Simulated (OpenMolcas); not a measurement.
# Zn I: RASPT2 settings compared

```json
{
 "Program": "OpenMolcas 26.06",
 "Basis": "ANO-RCC-VTZP [6s5p3d2f1g]",
 "Scalar Hamiltonian": "X2C, point nucleus",
 "Active space": "2 electrons in 9 orbitals (RAS2 4s 4p; RAS3 4d, at most 2 electrons)",
 "State averaging": "2S+1 = 1 even, 1 root; 2S+1 = 1 odd, 3 roots; 2S+1 = 3 odd, 3 roots kept (CI in the orbitals of an earlier block)",
 "Spin-orbit coupling": "state interaction with AMFI integrals over the reference wave functions, term energies averaged over their components"
}
```

Methods on the same reference wave functions:
A. RASSCF
B. SS-RASPT2, IPEA 0.2 Eh, real shift 0.15 Eh (closed shells correlated: 3d)
C. XMS-RASPT2, IPEA 0.35 Eh, imaginary shift 0.4 Eh (closed shells correlated: none)
D. XMS-RASPT2, IPEA 0 Eh, imaginary shift 0.2 Eh (closed shells correlated: 3s 3p 3d)

Energies in cm-1 above 4s2 1S0, the measured ground level; measured values from NIST Handbook of Basic Atomic Spectroscopic Data.

```csv
Level,A,B,C,D,Measured
4s2 1S0,0.0,0.0,0.0,0.0,0.0
4s 4p 3P* 0,33031,33327,30472,33082,32311
4s 4p 3P* 1,33115,33410,30556,33166,32501
4s 4p 3P* 2,33284,33579,30725,33335,32890
4s 4p 1P* 1,48752,49816,48126,49983,46745
```

Deviations, from unrounded energies. A percentage is the sum of absolute deviations over the sum of measured energies, with the sign that they share, or ± where signs differ.

```
           Against measurement  Levels     A     B     C     D
mean absolute deviation (cm-1)       4   930  1400  1800  1300
      other configurations (%)       4  +2.6  +3.9  ±5.1  +3.5
```

A lies closest to measurement on these levels and C furthest from it. The largest miss of A in the table is 4s 4p 1P* 1, by +2000 cm-1. The ranking rests on the paired levels alone, and a cruder setting can come out closer through cancelling errors.

Among B to D the level of the table that moves most is 4s 4p 3P* 0, by 2900 cm-1 (lowest in C, highest in B).

The lowest spin-free term lies below A's lowest term by 0.493 hartree in B, 0.001 hartree in C, 0.815 hartree in D.

Terms from blocks run as CI alone lack orbitals of their own. Active for correlation alone: 4d; no level in the range computed is led by a configuration that fills it, so any true level of that kind is missing. Without dynamic correlation excited terms often stand tens of per cent too high (terms of higher spin than the ground term too low), and those without a measured partner can miss by more than the paired ones (holds for A). Computed and measured levels are paired by configuration, term and J; levels that our copy of the source lacks, or whose pairing is in doubt (as where it misses far off the trend of its configuration), stay unpaired and out of the deviations. Only configurations of the active space appear.

* marks odd parity.
